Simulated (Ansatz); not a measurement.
Consider the hydrogenolysis of a B–C bond: `CB(O)CO` + H₂ → `OBCO` + CH₄.

Gas-phase electronic energies from Ansatz, PBE0-D4/def2-TZVP geometries. CCSD(T)/CBS is the MP2 limit (def2-TZVPP, def2-QZVPP) plus CCSD(T) − MP2 in def2-TZVPP, frozen cores. This one scheme is used for every species. Functionals use def2-TZVPP. Each species was taken in one conformer, which may not be the lowest.

**Question.** Is it downhill or uphill in electronic energy at CCSD(T)/CBS, and by how much? (Best estimate.)

**Answer.** The calculation gave: Downhill: ΔE = -28.6 kJ/mol.

**Question.** What do these levels give: PBE0-D4, PBE0, HF/def2-TZVPP, MP2/def2-TZVPP, CCSD/def2-TZVPP, CCSD/CBS(def2)? (An estimate is asked.)

**Answer.** Ansatz gave: PBE0-D4 -28.1, PBE0 -32.5, HF/def2-TZVPP -49.1, MP2/def2-TZVPP -25.9, CCSD/def2-TZVPP -32.1, CCSD/CBS(def2) -32.1 kJ/mol.

Largest T1 diagnostic among the species: 0.012.

In def2-TZVPP, CCSD(T) changes the Hartree–Fock value by +20.6 kJ/mol (the triples alone add +3.5 kJ/mol) and MP2 by +23.2 kJ/mol. The D4 term adds +7.8 kJ/mol with B3LYP and +4.4 kJ/mol with PBE0; it sums over pairs of atoms, weighted by their polarisabilities, and B3LYP, whose exchange is more repulsive, gets the larger term.

B3LYP here is the variant with VWN-RPA as its local correlation; programs differ in this.
